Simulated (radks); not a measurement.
Problem. The table gives one normalised radial function P(r) = r R(r) (large component) of Pm3+ in [Xe] 4f4 (r in bohr). Calculated with a radial shooting solver on a logarithmic mesh with Libxc functionals: Dirac Kohn-Sham, PBE, spin-unpolarised, spherical densities, finite nucleus; open shells fill j = l - 1/2 first; Fermi nuclear charge, rms radius 4.962 fm.

r           P
0.00404    0.0147
0.006223   0.0270
0.009585   0.0494
0.01476    0.0877
0.02274    0.1447
0.03503    0.2057
0.05396    0.2157
0.08378    0.0789
0.1291    -0.1980
0.1988    -0.3101
0.3062     0.0860
0.4717     0.4868
0.7265    -0.0021
1.119     -0.8102
1.738     -0.8166
2.676     -0.3037
4.123     -0.0379
6.35      -0.0010

Which n and l does it have? It may be an empty orbital.

Solution. n = 5, l = 1: the number of nodes gives n - l - 1 = 3, the rise at small r points to l (for j = l - 1/2 the large component starts outside the nucleus as r^gamma with gamma = sqrt(l^2 - (Z/c)^2) = 0.90 and the r^(l+1) term takes over further out; the orbital of l - 1 with the same j starts with the same power, but with a larger coefficient, and does not steepen), and the extent must fit the shell. The curve is that of 5p1/2; the two j differ most near the nucleus, where j = l - 1/2 has the larger amplitude, and in heavy atoms j = l - 1/2 is also the more compact. 5p1/2: eigenvalue -51.530 eV, 3 radial nodes at r = 0.0959, 0.287, 0.726 bohr, <r> = 1.56 bohr, 90 % of the charge inside 2.26 bohr.
